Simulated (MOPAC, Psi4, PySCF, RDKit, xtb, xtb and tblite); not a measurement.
Two geometries of SMILES c1(CCF)ccccc1, relaxed at GFN2-xTB with one dihedral held; other torsions can differ between them too.

Structure A

```
18

F      3.7403     0.3638     0.3022
C      2.4056     0.1517     0.5439
C      1.6501    -0.2895    -0.7287
C      2.5675    -0.3774    -1.9206
C      3.2163    -1.5662    -2.2249
C      4.0786    -1.6399    -3.3041
C      4.3043    -0.5232    -4.0900
C      3.6645     0.6671    -3.7907
C      2.8020     0.7390    -2.7116
H      2.3595    -0.6134     1.3252
H      2.0172     1.0969     0.9360
H      1.1922    -1.2636    -0.5518
H      0.8544     0.4271    -0.9370
H      3.0460    -2.4402    -1.6121
H      4.5769    -2.5712    -3.5309
H      4.9782    -0.5799    -4.9322
H      3.8386     1.5431    -4.3985
H      2.3071     1.6716    -2.4799
```

Structure B

```
18

F     -3.7236     0.3809     0.2607
C     -2.3973     0.1521     0.5302
C     -1.6354    -0.2995    -0.7254
C     -2.2423     0.2854    -1.9732
C     -3.2127    -0.4118    -2.6787
C     -3.7919     0.1396    -3.8076
C     -3.4074     1.3957    -4.2434
C     -2.4423     2.0993    -3.5437
C     -1.8651     1.5472    -2.4143
H     -2.3577    -0.5995     1.3242
H     -2.0060     1.1056     0.9025
H     -1.6718    -1.3890    -0.7938
H     -0.5938     0.0049    -0.6209
H     -3.5202    -1.3905    -2.3395
H     -4.5469    -0.4128    -4.3477
H     -3.8594     1.8261    -5.1249
H     -2.1390     3.0810    -3.8775
H     -1.1122     2.1004    -1.8700
```

Task: Which is lower in energy at the level PBE0-D3(BJ)/def2-SVP // GFN2-xTB in Psi4, and by how much?

Result: B is lower, by 10.58 kJ/mol (dihedral F1–C2–C3–C4: 0° in A, 30° in B).

E(B) − E(A) in kJ/mol at the other levels, on the same two geometries: GFN2-xTB (xtb and tblite) -6.88; MMFF94 // GFN2-xTB (RDKit) -12.94; PBE0/def2-SVP // GFN2-xTB (Psi4) -10.54; PBE/def2-SVP // GFN2-xTB (Psi4) -10.26; PBE-D3(BJ)/def2-SVP // GFN2-xTB (Psi4) -10.33; UFF // GFN2-xTB (RDKit) -9.39; AM1, restricted, heats of formation // GFN2-xTB (MOPAC) -5.44; PM7, restricted, heats of formation // GFN2-xTB (MOPAC) -3.99; GFN1-xTB // GFN2-xTB (xtb) -5.32; restricted B3LYP/6-31G*, spherical d, density fitting // GFN2-xTB (PySCF) -9.95; restricted MP2 (frozen core)/6-31G*, spherical d // GFN2-xTB (PySCF) -11.14; restricted LDA (SVWN5)/6-31G*, spherical d, density fitting // GFN2-xTB (PySCF) -10.66; restricted M06-2X/6-31G*, spherical d, density fitting // GFN2-xTB (PySCF) -10.45.
